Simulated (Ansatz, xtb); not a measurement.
# C4H10AlF: where a starting geometry ends

The starting geometry of this gas-phase singlet was built from a drawn formula by distance geometry and a force field; its bonds are those of `C[C@H](F)[Al]([CH3])[CH3]`.

| atom | x (Å) | y (Å) | z (Å) |
| --- | --- | --- | --- |
| C | 0.6301 | 1.4769 | -1.1531 |
| C | 1.0964 | 0.4291 | -0.1283 |
| C | 0.4724 | 0.5466 | 3.2761 |
| C | -1.9762 | -0.3633 | 1.0511 |
| Al | -0.1418 | 0.1978 | 1.4252 |
| F | 1.2566 | -0.7444 | -0.7887 |
| H | 1.4009 | 1.6138 | -1.9641 |
| H | 0.5736 | 2.5008 | -0.6023 |
| H | -0.3601 | 1.2121 | -1.5021 |
| H | 2.1309 | 0.7611 | 0.2561 |
| H | -0.3658 | 0.3816 | 3.9852 |
| H | 1.3209 | -0.1323 | 3.4990 |
| H | 0.8117 | 1.6047 | 3.3600 |
| H | -2.1856 | -0.4702 | -0.0281 |
| H | -2.1970 | -1.3154 | 1.5740 |
| H | -2.7141 | 0.4893 | 1.4477 |

Q: Where would you expect an optimisation with r2SCAN-D4/def2-SVP to take it?

A: A new bond forms, giving a structure with F6 bridging C2 and Al5, given below by its coordinates. Distances that change by over a tenth: C2–F6 (1.36 → 1.62 Å). Contacts that close: Al5–F6 (2.78 → 1.93 Å).

The energy falls by 0.65 eV over 29 steps:

```json
{"step": "1", "E − E(last) (eV)": "0.655"}
{"step": "4", "E − E(last) (eV)": "0.289"}
{"step": "7", "E − E(last) (eV)": "0.233"}
{"step": "10", "E − E(last) (eV)": "0.067"}
{"step": "13", "E − E(last) (eV)": "0.008"}
{"step": "17", "E − E(last) (eV)": "0.003"}
{"step": "20", "E − E(last) (eV)": "0.002"}
{"step": "23", "E − E(last) (eV)": "0.001"}
{"step": "26", "E − E(last) (eV)": "0.000"}
{"step": "29", "E − E(last) (eV)": "0.000"}
```

Final geometry (Å):

```tsv
atom	x (Å)	y (Å)	z (Å)
C	0.6649	1.3187	-1.3633
C	1.0117	1.0741	0.0650
C	0.5454	0.2555	3.3049
C	-2.0063	-0.0860	1.0115
Al	-0.1502	0.3227	1.4786
F	1.0654	-0.5308	0.2503
H	1.3956	0.8870	-2.0688
H	0.6756	2.4136	-1.5085
H	-0.3436	0.9637	-1.6240
H	2.0546	1.3413	0.2956
H	0.2687	-0.6773	3.8267
H	1.6449	0.3378	3.3429
H	0.1427	1.0813	3.9191
H	-2.1897	-0.1172	-0.0757
H	-2.3263	-1.0603	1.4214
H	-2.7002	0.6643	1.4318
```

From the same start GFN2-xTB reaches the same bonding as this run.

No frequencies were run, so the end isn't proven a minimum. Run with Ansatz 0.2.0, 2.1 min on 2 threads of Arm Neoverse V2, with other jobs on the host.
